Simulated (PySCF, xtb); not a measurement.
CHBrClF, SMILES F[C@H](Cl)Br.

Harmonic wavenumbers (cm⁻¹) from GFN2-xTB (xtb) at its own minimum, in rising order: 195, 278, 383, 576, 666, 1058, 1128, 1213, 2921.

What does PBE-D3(BJ)/def2-SVP in PySCF 2.14.0 give at its own minimum? (An estimate is asked for; the answer gives what the named calculation found.)

213, 299, 415, 629, 736, 1111, 1156, 1277, 3062. Paired by order, the mean absolute difference is 53 cm⁻¹ and the zero-point energies are 12.0 and 12.7 kcal/mol.
